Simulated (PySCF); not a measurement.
CH7ClGeSi, SMILES Cl[SiH2][CH2][GeH3].

Geometry optimised at B3LYP-D3(BJ)/def2-SVP. This is a generated structure with no PubChem entry under its InChIKey; it may be hypothetical. One conformer was computed; it need not be the lowest.

Level of theory: PySCF with M06-2X/def2-TZVP.

Gas-phase values at a fixed geometry.

```yaml
total_energy: -2869.03844 hartree
highest_occupied_level: -9.77 eV
lowest_empty_level: 0.93 eV
orbital_gap: 10.70 eV
dipole_moment: 2.00 D
quadrupole, principal values (traceless, Buckingham form, about the centre of nuclear charge): -4.66, 1.27, 3.39 D·Å
mean_static_polarisability: 79.4 bohr³ (11.77 Å³)
polarisability_principal_values: 68.4, 79.8, 90.1 bohr³
```
